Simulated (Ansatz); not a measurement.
Saddle point of SiH$_{3}$SF$_{3}$, singlet (SiH₂SF₂ ([F][SiH]([F])[SH]) + HF → SiHF₃ ([F][SiH]([F])[F]) + H₂S; bonds formed: Si1–F7, S2–H6; bonds broken: Si1–S2, H6–F7), PBE0-D4/def2-TZVP structure:

Si1  (-0.584, -0.079, -0.456)
S2  (0.572, -0.305, 1.602)
F3  (0.141, -0.397, -1.835)
F4  (-1.799, 0.940, -0.439)
H5  (-1.296, -1.360, -0.272)
H6  (0.940, 0.935, 0.699)
F7  (0.558, 1.395, -0.329)
H8  (1.468, -1.128, 1.029)
(Å)

Energies are electronic, without zero-point energy. Barriers and step energies count from the start structure reached by relaxing down the imaginary mode; all methods use the PBE0-D4 structures, on which another method's saddle can fall below an end. Ansatz 0.2.0; basis: def2-TZVPP, with def2-QZVPP for the basis limit; cores frozen in the correlated methods. B3LYP uses VWN-RPA correlation. Extrapolation: Hartree–Fock as exp(−7.88 √X), correlation as X^−2.97.

```
      method  barrier (kJ/mol)  step energy (kJ/mol)
       SPW92              45.9                 -77.2
      PBE-D4              81.6                 -75.5
     BLYP-D4                 ?                 -89.2
   r2SCAN-D4              85.2                 -92.1
      B97M-V             101.9                 -97.8
     PBE0-D4              99.0                 -81.3
    B3LYP-D4             107.1                 -93.7
  r2SCAN0-D4                 ?                 -93.5
    BHLYP-D4             125.1                -102.1
CAM-B3LYP-D4             105.0                -100.0
     wB97X-V             106.1                 -93.8
     wB97M-V             101.2                 -94.9
      B2PLYP                 ?                 -96.5
    PBE-QIDH             109.4                 -88.6
  RPA on PBE             109.5                -100.5
          HF             174.5                -117.8
         MP2             110.2                 -92.8
        CCSD             125.3                -101.2
     CCSD(T)             114.5                 -97.1
```

(1) Fill in the withheld barriers. (An estimate is asked for; the value comes from the calculation.)

The T1 diagnostic stays at or below 0.013.

## Answers

(1) Computed: B2PLYP 110.4; r2SCAN0-D4 99.4; BLYP-D4 95.8 kJ/mol. Each is the energy of the saddle less that of the start structure, by the same method.

For comparison, the barrier by CCSD(T) at an estimated basis limit (MP2 extrapolated from triple and quadruple zeta, plus CCSD(T) − MP2 in triple zeta) is 115.3 kJ/mol.

Labels in which every atom is bracketed show which atoms are joined, not bond orders.

For scale, one of the runs: CCSD(T)/def2-TZVPP, 219 basis functions, launched by `ansatz run in.yaml --threads 4 --pin off --events-out ev --progress --plain --max-ram 9574MiB`. The run took 80 s on 4 CPU threads of an Arm Neoverse V2 (shared host), with 3.4 GiB of host memory at its peak.
